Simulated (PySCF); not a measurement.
Can point charges reproduce the dipole moment of `O=COC1C=C[SiH2]C=1`?

Coordinates (PBE0-D3(BJ)/def2-SVP, Å) and charges (e) from the PBE0/pcSseg-1 density (PySCF):

```json
{"atom": "O1", "x": "3.493", "y": "1.207", "z": "0.569", "Mulliken": "-0.3799", "IAO": "-0.4150", "Hirshfeld": "-0.2188", "ESP-fitted": "-0.5080"}
{"atom": "C2", "x": "3.348", "y": "0.049", "z": "0.327", "Mulliken": "+0.4402", "IAO": "+0.4065", "Hirshfeld": "+0.1892", "ESP-fitted": "+0.6393"}
{"atom": "O3", "x": "2.187", "y": "-0.621", "z": "0.219", "Mulliken": "-0.4483", "IAO": "-0.3048", "Hirshfeld": "-0.0819", "ESP-fitted": "-0.4800"}
{"atom": "C4", "x": "0.951", "y": "-0.042", "z": "0.387", "Mulliken": "+0.1314", "IAO": "+0.1839", "Hirshfeld": "+0.0693", "ESP-fitted": "+0.6010"}
{"atom": "C5", "x": "0.634", "y": "1.239", "z": "0.671", "Mulliken": "-0.3448", "IAO": "-0.4969", "Hirshfeld": "-0.1734", "ESP-fitted": "-0.6468"}
{"atom": "Si6", "x": "-1.232", "y": "1.289", "z": "0.744", "Mulliken": "+0.7350", "IAO": "+0.7650", "Hirshfeld": "+0.3309", "ESP-fitted": "+0.5055"}
{"atom": "C7", "x": "-1.399", "y": "-0.543", "z": "0.364", "Mulliken": "-0.3585", "IAO": "-0.4290", "Hirshfeld": "-0.1380", "ESP-fitted": "-0.3953"}
{"atom": "C8", "x": "-0.149", "y": "-1.021", "z": "0.221", "Mulliken": "-0.1225", "IAO": "-0.1396", "Hirshfeld": "-0.0485", "ESP-fitted": "-0.2510"}
{"atom": "H9", "x": "4.171", "y": "-0.674", "z": "0.150", "Mulliken": "+0.1109", "IAO": "+0.1336", "Hirshfeld": "+0.0663", "ESP-fitted": "+0.0369"}
{"atom": "H10", "x": "1.380", "y": "2.017", "z": "0.807", "Mulliken": "+0.1501", "IAO": "+0.1889", "Hirshfeld": "+0.0403", "ESP-fitted": "+0.2886"}
{"atom": "H11", "x": "-1.780", "y": "1.673", "z": "2.080", "Mulliken": "-0.0747", "IAO": "-0.1079", "Hirshfeld": "-0.0697", "ESP-fitted": "-0.0849"}
{"atom": "H12", "x": "-1.852", "y": "2.171", "z": "-0.292", "Mulliken": "-0.0745", "IAO": "-0.1079", "Hirshfeld": "-0.0698", "ESP-fitted": "-0.0856"}
{"atom": "H13", "x": "-2.281", "y": "-1.177", "z": "0.264", "Mulliken": "+0.1224", "IAO": "+0.1641", "Hirshfeld": "+0.0522", "ESP-fitted": "+0.2027"}
{"atom": "H14", "x": "0.109", "y": "-2.061", "z": "-0.005", "Mulliken": "+0.1133", "IAO": "+0.1591", "Hirshfeld": "+0.0519", "ESP-fitted": "+0.1776"}
```

Problem. Compute μ = Σ q r for each scheme (1 e·Å = 4.803 D) and compare with the dipole of the full density.

Solution. The full density gives (-0.63, -1.75, -0.34) D, 1.89 D in size; dipole vectors point from the negative to the positive end.

```json
{"scheme": "Mulliken", "μx": "-3.07", "μy": "1.15", "μz": "0.35", "size (D)": "3.29", "share of the full size (%)": "174", "angle to the full dipole (°)": "92"}
{"scheme": "IAO", "μx": "-1.75", "μy": "-0.96", "μz": "-0.14", "size (D)": "1.99", "share of the full size (%)": "106", "angle to the full dipole (°)": "42"}
{"scheme": "Hirshfeld", "μx": "-0.43", "μy": "-1.30", "μz": "-0.26", "size (D)": "1.39", "share of the full size (%)": "74", "angle to the full dipole (°)": "2"}
{"scheme": "ESP-fitted", "μx": "-0.65", "μy": "-1.75", "μz": "-0.34", "size (D)": "1.89", "share of the full size (%)": "100", "angle to the full dipole (°)": "1"}
```

Problem. Which set comes closest?

Solution. Length of the difference vector: ESP-fitted 0.02 D, Hirshfeld 0.50 D, IAO 1.39 D, Mulliken 3.85 D. Closest: ESP-fitted. ESP charges are fitted to the potential around the molecule, whose slowest-falling term is the dipole's. 

Problem. What is left for the Hirshfeld atoms' own dipoles?

Solution. The shares of the density sum to the whole, so what Σ q r misses lies in dipoles about the nuclei. The atomic dipoles sum to (-0.63, -1.75, -0.34) − (-0.43, -1.30, -0.26) = (-0.20, -0.45, -0.08) D, 0.50 D in size.

Problem. With the origin at the mean of the coordinates, (0.541, 0.250, 0.465) Å, which are the largest single terms, by size, of the IAO dipole along the direction of the full one?

Solution. O1 +3.76, C7 -2.88, C5 +2.35, H13 +1.81, H14 +1.81 D; all 14 atoms together +1.49 D. The single terms depend on the origin, their sum doesn't.

Problem. Give the size of the full dipole in other units.

Solution. 1.89 D = 0.743 au = 0.393 e·Å = 6.30 × 10⁻³⁰ C·m.

Geometry: PBE0-D3(BJ)/def2-SVP, one conformer, isolated molecule.

These values come from a run that also computed NMR shieldings. Hardware: one thread of an Intel Xeon at 2.50 GHz, shared host with 64 logical CPUs at a one-minute load of 62. Cost: 67 s wall (grids of density and orbitals included), 0.82 GiB resident at most.

The values belong to the conformer `[O:1]=[CH:2][O:3][C:4]1=[CH:5][SiH2:6][CH:7]=[CH:8]1`: O1–C2–O3–C4 0°, C2–O3–C4–C5 0°.
